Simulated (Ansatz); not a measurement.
System: C2F6, charge 0, singlet. C2F6 (SMILES FC(F)(F)C(F)(F)F).
B3LYP-D3(BJ)/def2-TZVP minimum from Ansatz (a first-principles code):
```xyz
8

F      1.3834    -0.3064    -1.0383
C      0.7642    -0.0745     0.1196
F      1.2496     1.0452     0.6571
F      0.9956    -1.0923     0.9494
C     -0.7642     0.0745    -0.1196
F     -0.9956     1.0923    -0.9494
F     -1.2496    -1.0452    -0.6571
F     -1.3834     0.3064     1.0383
```

Hartree-Fock and MP2 correlation energies in hartree (Ansatz). Radicals and triplets start from unrestricted determinants; spin-orbit coupling is neglected. Correlated methods leave the cores frozen. No relativity.

| basis | X | E(HF) | E(corr, MP2) |
|---|---|---|---|
| cc-pVTZ | 3 | -672.64162 | -1.80398 |
| cc-pVQZ | 4 | -672.69475 | -1.96595 |
| cc-pV5Z | 5 | -672.70913 | withheld |

Q: Fit E(corr) = E∞ + A/X³ to X = 3 and 4, predict X = 5, and compare with the run.

A: A = (-1.80398 - (-1.96595))/(1/27 - 1/64) = 7.5644; E∞ = -1.96595 - A/64 = -2.08414; at X = 5, E∞ + A/125 = -2.02363. The run gave -2.03376, 10.13 mEh below the prediction. The same form on X = 4 and 5 gives E∞ = -2.10490, 20.76 mEh below the first estimate.
